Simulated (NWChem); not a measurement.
System meant: C$_{2}$H$_{6}$Al, doublet; SMILES [CH3][Al][CH3]

Here is an NWChem input.

```
start job
memory heap 200 mb stack 900 mb global 1100 mb
geometry units angstroms noautoz
  Al     0.000000     0.000000     0.691271
  C      1.693161     0.000789    -0.327431
  H      1.734476    -0.887078    -0.984026
  H      2.597620     0.002607     0.298949
  H      1.732387     0.886970    -0.986409
  C     -1.693161    -0.000789    -0.327431
  H     -1.732387    -0.886970    -0.986409
  H     -1.734476     0.887078    -0.984026
  H     -2.597620    -0.002607     0.298949
end
basis spherical
  Al library def2-svp
  C library def2-svp
  H library def2-svp
end
dft
  odft
  mult 2
  xc pbe0
  iterations 4
  mulliken
end
task dft energy
```

End of the output:

```
     --------------------------
     Expectation value of S2:
     --------------------------
      <S2> =      0.7513 (Exact =     0.7500)

 center of mass
 --------------
 x =  -0.00000000 y =   0.00000000 z =   0.14150160

 moments of inertia (a.u.)
 ------------------
          77.723769026474           0.000000000000          -0.000000000000
           0.000000000000         403.923546073904           0.000000000000
          -0.000000000000           0.000000000000         348.853725223081

     Multipole analysis of the density
     ---------------------------------

     L   x y z        total         alpha         beta         nuclear
     -   - - -        -----         -----         ----         -------
     0   0 0 0     -0.000000    -16.000000    -15.000000     31.000000

     1   1 0 0      0.000000      0.000000     -0.000000     -0.000000
     1   0 1 0      0.000000      0.000000      0.000000      0.000000
     1   0 0 1     -0.178125     -1.271937      1.093811     -0.000000

     2   2 0 0    -22.047341   -119.750201   -116.260825    213.963684
     2   1 1 0      0.000000      0.000000      0.000000      0.000000
     2   1 0 1     -0.000000     -0.000000     -0.000000     -0.000000
     2   0 2 0    -18.691985    -16.242944    -13.688070     11.239029
     2   0 1 1     -0.000000     -0.000000      0.000000      0.000000
     2   0 0 2    -22.133607    -36.520640    -26.555937     40.942970

 ------------------------------------------------------------------------
 dft energy failed                                                                                  0
 ------------------------------------------------------------------------
 ------------------------------------------------------------------------
  current input line :
    26: task dft energy
 ------------------------------------------------------------------------
 ------------------------------------------------------------------------
 This type of error is most commonly associated with calculations not reaching convergence criteria
 ------------------------------------------------------------------------
 For more information see the NWChem manual at https://nwchemgit.github.io

0:dft energy failed:Received an Error in Communication
```

### Question
What is wrong, and how is it mended?

### Answer
The run did not converge; its last values are not results. Cause: the SCF was allowed too few iterations. This input runs:
```
start job
memory heap 200 mb stack 900 mb global 1100 mb
geometry units angstroms noautoz
  Al     0.000000     0.000000     0.691271
  C      1.693161     0.000789    -0.327431
  H      1.734476    -0.887078    -0.984026
  H      2.597620     0.002607     0.298949
  H      1.732387     0.886970    -0.986409
  C     -1.693161    -0.000789    -0.327431
  H     -1.732387    -0.886970    -0.986409
  H     -1.734476     0.887078    -0.984026
  H     -2.597620    -0.002607     0.298949
end
basis spherical
  Al library def2-svp
  C library def2-svp
  H library def2-svp
end
dft
  odft
  mult 2
  xc pbe0
  iterations 150
  mulliken
end
task dft energy
```
It converges to -321.86328 Ha (PBE0/def2-SVP, spin-unrestricted).
